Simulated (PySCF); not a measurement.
## Unknowns

PySCF calculation with shielding tensors at PBE0/pcSseg-1 (GIAO) and geometry: GFN2-xTB; isolated molecule, non-relativistic Hamiltonian, one conformer, averaged over atoms made equivalent by symmetry, fast rotation or ring inversion.

Chemical shifts δ = σref − σ; ¹H and ¹³C against TMS, all at this level. Splittings of carbon signals by F and P are missing where no couplings were computed. Where no couplings were computed, multiplicities follow the n + 1 count of equivalent neighbours, and m marks all less simple cases (inequivalent or close neighbours, rings, F or P nearby). Shifts are as computed. Against solution values, carbons near 30 ppm lie about +3 ppm off and those near 130 ppm about +5 ppm. Of 1211 compounds with measured shifts, 218 miss one by over three times the rms of a fit or turn the order of signals round; such compounds aren't used in these exercises.

Problem. C7H17P. ¹H NMR (400 MHz, computed): δ 1.54 (m, 2H), 1.08 (m, 12H), 0.93 (m, 3H). ¹³C{¹H} NMR (computed): δ 30.3, 20.2, 6.4. Identify the compound.

Solution. SMILES CC(C)P(C)C(C)C. 3 carbon signals for 7 carbons: some carbons are equivalent by symmetry or fast rotation. Carbon types of the structure: 2 × CH, 5 × CH3, which accounts for all hydrogens. δC 30.3: sp3 CH bonded to P. δC 20.2: methyl carbon; saturated and bonded to C and H only. δH 1.54: hydrogen on an sp3 CH bonded to P. δH 0.93: hydrogen on a methyl carbon bonded to P.

This is the structure that produced the data.

Problem. C2H10OSi2. ¹H NMR (300 MHz, computed): δ 5.14 (s, 3H), 5.04 (t, 2H), 1.06 (m, 2H), 0.94 (m, 3H). ¹³C{¹H} NMR (computed): δ 11.7 (CH2), 6.4 (CH3). Give a structure.

Solution. SMILES CC[SiH2]O[SiH3]. The formula gives 0 degrees of unsaturation. 2 carbon signals for 2 carbons: no two carbons are equivalent. Carbon types of the structure: 1 × CH2, 1 × CH3, leaving 5 H on heteroatoms. δC 11.7: sp3 CH2 bonded to Si; an electropositive neighbour leaves it electron-rich and shielded. δC 6.4: methyl carbon; saturated and bonded to C and H only. δH 5.14: hydrogen on a silicon bonded to O. δH 5.04: hydrogen on a silicon bonded to C, O.

The data come from this structure; uniqueness wasn't tested.
